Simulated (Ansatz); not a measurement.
A structure relaxed at PBE0-D4/def2-TZVP, charge 0, multiplicity 1:

```xyz
13

Si    1.885    1.296   -1.090
N     0.517    0.834   -0.161
C     0.366   -0.405    0.485
C    -0.802   -0.986    0.750
N    -2.155   -0.556    0.443
Al   -2.205   -2.068    1.314
H     2.040    0.548   -2.372
H     3.128    1.065   -0.305
H     1.728    2.742   -1.399
H    -0.310    1.408   -0.179
H     1.287   -0.882    0.799
H    -2.361    0.200   -0.191
H    -3.118   -3.196    1.908
```

Question: Give its formula and SMILES.

Answer: C2H7AlN2Si, `[SiH3]N/C=[C]1\[NH][AlH]1`.

Question: Point group (tolerance 0.08 Å, 0.16 Å for H)?

Answer: C1.

Question: Summarise the bond lengths by kind.

Answer: 1 × N–Si 1.717 Å; 3 × H–Si 1.486 to 1.493 Å; 2 × C–N 1.405 to 1.453 Å; 2 × H–N 1.007 to 1.008 Å; 1 × C–C 1.331 Å; 1 × C–H 1.085 Å; 1 × Al–C 1.859 Å; 1 × Al–N 1.746 Å; 1 × Al–H 1.568 Å.

Program: Ansatz 0.2.0.
